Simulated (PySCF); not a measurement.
**Dipole polarisabilities along the third row**

Calculated with PySCF 2.14 for the ground configurations, without spin-orbit coupling: coupled response for Hartree-Fock and DFT, finite fields for MP2 and CCSD(T), with Mg [Ne]; Al [Ne]; Si [Ne]; P [Ne]; S [Ne]; Cl [Ne]; Ar [Ne] frozen. Mean α in bohr³, C₆ of like pairs in atomic units.

| species | α UHF | α PBE | α PBE0 | α MP2 | α CCSD(T) | α recommended (Schwerdtfeger and Nagle) | C₆ UHF | C₆ PBE | C₆ PBE0 |
| --- | --- | --- | --- | --- | --- | --- | --- | --- | --- |
| Mg [Ne] 3s2 (dyall-av3z, spin-free X2C) | 81.16 | 73.63 | 74.59 | 76.52 | 74.49 | 71.2 ± 0.4 | 760.5 | 654.2 | 669.2 |
| Al [Ne] 3s2 3p1 (dyall-av3z, spin-free X2C) | 61.18 | 65.22 | 62.12 | 60.01 | 58.24 | 57.8 ± 1 | 552.2 | 577.7 | 549.9 |
| Si [Ne] 3s2 3p2 (dyall-av3z, spin-free X2C) | 38.41 | 41.47 | 39.66 | 37.84 | 37.44 | 37.3 ± 0.7 | 315.4 | 341.1 | 324.2 |
| P [Ne] 3s2 3p3 (dyall-av3z, spin-free X2C) | 25.36 | 27.40 | 26.31 | 25.02 | 25.02 | 25 ± 1 | 187.7 | 205.0 | 195.3 |
| S [Ne] 3s2 3p4 (dyall-av3z, spin-free X2C) | 18.85 | 20.54 | 19.73 | 19.25 | 19.29 | 19.4 ± 0.1 | 128.9 | 142.8 | 136.0 |
| Cl [Ne] 3s2 3p5 (dyall-av3z, spin-free X2C) | 13.92 | 15.20 | 14.64 | 14.35 | 14.39 | 14.6 ± 0.1 | 87.83 | 97.65 | 93.22 |
| Ar [Ar] (dyall-av3z, spin-free X2C) | 10.43 | 11.37 | 10.98 | 10.77 | 10.80 | 11.083 ± 0.007 | 60.80 | 67.54 | 64.68 |

Hartree-Fock lacks correlation. PBE lies above the recommended values here, as self-interaction makes its density too diffuse. MP2 and CCSD(T) carry the error of the frozen core. All values carry a basis error.
